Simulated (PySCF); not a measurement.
# Computed data sheet: cyclo-(H2SiS)3, H6S3Si3

Compound: cyclo-(H2SiS)3.
Z-matrix (Å and degrees, PBE0-D3(BJ)/def2-SVP geometry), rows numbered from 1:
```
Si
H   1  1.4886
H   1  1.4856  2  111.17
S   1  2.1569  2  109.63  3  -118.28
Si  4  2.1520  1   99.05  2   -39.62
H   5  1.4892  4  112.47  1    82.14
H   5  1.4891  4  105.06  1  -157.74
S   5  2.1539  4  112.02  1   -35.54
Si  8  2.1534  5  100.27  4   -32.76
H   9  1.4881  8  110.11  5   -42.47
H   9  1.4861  8  106.50  5  -163.09
S   1  2.1482  2  111.42  3   118.64
```

From PBE0-D3(BJ)/def2-SVP geometry optimisation, gas phase (PySCF):

```
Rotational constants A, B, C : 1.323, 1.129, 0.728 GHz
```

From B3LYP/def2-SVPD ground state, ΔSCF and vertical TDDFT (core frozen in the response) (PySCF):

```
Dipole moment                                                     : 0.63 D
HOMO energy                                                       : -7.27 eV
LUMO energy                                                       : -1.05 eV
HOMO–LUMO gap                                                     : 6.22 eV
Lowest singlet excitation                                         : 5.30 eV (234 nm, f = 0.010)
Lowest triplet excitation (Tamm–Dancoff)                          : 5.00 eV
Static isotropic polarisability                                   : 136.6 au
Vertical ionisation energy                                        : 9.08 eV
Electronic spatial extent ⟨r²⟩ about the centre of nuclear charge : 1640 bohr²
```

B3LYP/pcSseg-1 ground state and GIAO shieldings, non-relativistic (PySCF):

```
1H chemical shifts (computed TMS as zero) by class          : 5.41 (H2/H3/H6/H7/H10/H11) ppm
Isotropic shieldings of nuclei other than C and H, by class : 350 (Si1/Si5/Si9), 703 (S4/S8/S12) ppm
```

Monoisotopic mass (most abundant isotopes): 185.8939 u.

The largest Löwdin shares of the HOMO are 0.40 on S12, 0.23 on S4, 0.20 on S8 and 0.04 on Si5. The rotational constants make it an asymmetric top with κ = (2B − A − C)/(A − C) = 0.35, nearer the oblate limit (+1). The largest Löwdin shares of the LUMO are 0.20 on S12, 0.14 on S8, 0.13 on S4 and 0.13 on Si5. No computed singlet falls in the visible range (750 to 380 nm, 1.65 to 3.26 eV); S1 lies 2.04 eV above its blue end. The dipole matches unit charges of opposite sign 0.13 Å apart (1 e·Å = 4.8032 D). The 10 singlets span 5.30 to 6.29 eV, and their oscillator strengths add up to 0.04. The polarisability is 20.24 Å³ as a volume (1 au = 0.148185 Å³), or 1.42 au for each of the 96 electrons.

 NMR classes are plain means over equivalent atoms (diastereotopic ones count apart unless rotation or inversion swaps them), as if these changed places fast; in this geometry the members of some classes differ.

One conformer stands for the species.
